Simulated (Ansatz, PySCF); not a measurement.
Gas-phase reaction in SMILES: NC1CC1 -> NC1[CH]C1 + H atom (the C-H bond at the site shown breaks; other sites are not compared here)
Each molecule is optimised on its own at B3LYP-D3(BJ)/def2-TZVP (Ansatz, a first-principles code), one conformer each, not searched for the lowest.

Property: bond dissociation energy (0 K, with B3LYP-D3(BJ) harmonic zero-point energies from PySCF), in eV. Valence correlation only, unless marked. UHF or UKS for open shells. Spin-orbit coupling is left out. Non-relativistic. Basis-set limits of correlation are two-point, X^-3; Hartree-Fock from the larger set. [CCSD(T)-MP2]/basis is that difference in the basis named.

```json
[
 {"level": "revPBE-D3(BJ)/def2-TZVPD", "program": "Ansatz + dftd3", "bond dissociation energy (eV)": "4.42"},
 {"level": "PBE0/STO-3G", "program": "Ansatz", "bond dissociation energy (eV)": "5.76"},
 {"level": "SCS-MP2/aug-cc-pVDZ", "program": "Ansatz", "bond dissociation energy (eV)": "4.58"},
 {"level": "SCS-MP2/cc-pVTZ", "program": "Ansatz", "bond dissociation energy (eV)": "4.75"},
 {"level": "CCSD/STO-3G", "program": "Ansatz", "bond dissociation energy (eV)": "5.26"},
 {"level": "RI-MP2/CBS(cc-pVTZ,cc-pVQZ)+[CCSD(T)-MP2]/cc-pVTZ", "program": "Ansatz", "bond dissociation energy (eV)": "?"}
]
```

Question: Complete the blanks.

Answer: 
- RI-MP2/CBS(cc-pVTZ,cc-pVQZ)+[CCSD(T)-MP2]/cc-pVTZ, bond dissociation energy (eV): 4.73
